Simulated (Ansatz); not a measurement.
`C[O][Sc]([OH])[OH]`, charge 0, multiplicity 1.

(1) Give a relaxed structure at PBE0-D4/def2-TZVP (Ansatz). (Best estimate.)

Answers

(1) The calculation gave: 
```xyz
10

C    -0.475   -1.100    1.728
O    -0.194   -0.361    0.594
Sc    0.255    0.601   -0.940
O    -0.977    1.810   -1.667
O     1.933    0.340   -1.728
H    -0.625   -0.448    2.598
H     0.341   -1.794    1.966
H    -1.391   -1.692    1.597
H    -1.642    2.409   -1.991
H     2.775    0.235   -2.158
```
Point group Cs.
This is one stationary point; other conformers may exist.
